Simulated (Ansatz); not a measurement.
Consider the ligand exchange at the Si–C bond: `NC[SiH2]F` + `O[SiH](F)F` → `F[SiH2]O[SiH](F)F` + CH₃NH₂.

Gas-phase electronic energies from Ansatz, PBE0-D4/def2-TZVP geometries. CCSD(T)/CBS adds triple-zeta CCSD(T) − MP2 to the extrapolated MP2 energy (def2 sets, frozen cores). Each species was taken in one conformer, which may not be the lowest.

```csv
species,CCSD/def2-TZVPP energy (Eh)
`NC[SiH2]F`,-485.13725
`O[SiH](F)F`,-565.04756
`F[SiH2]O[SiH](F)F`,-954.55209
CH₃NH₂,-95.68504
```

(1) Work out ΔE.

Largest T1 diagnostic among the species: 0.012.

Results:

(1) ΔE = (-954.55209) + (-95.68504) − (-485.13725) − (-565.04756) = -0.05232 Eh = -1.42 eV. CCSD(T)/CBS gives -1.39 eV.

In def2-TZVPP, CCSD(T) changes the Hartree–Fock value by +0.23 eV (the triples alone add +0.03 eV) and MP2 by +0.23 eV. Leaving LDA and LC-ωPBE aside and taking each functional with its dispersion term where it has one, the values, not all of them listed here, spread over 0.29 eV, from BHLYP-D4 to revPBE-D4. LDA lies +0.03 eV from PBE without D4. From BLYP to BHLYP (50 % exact exchange), in def2-TZVPP and without D4, ΔE moves by −0.14 eV.
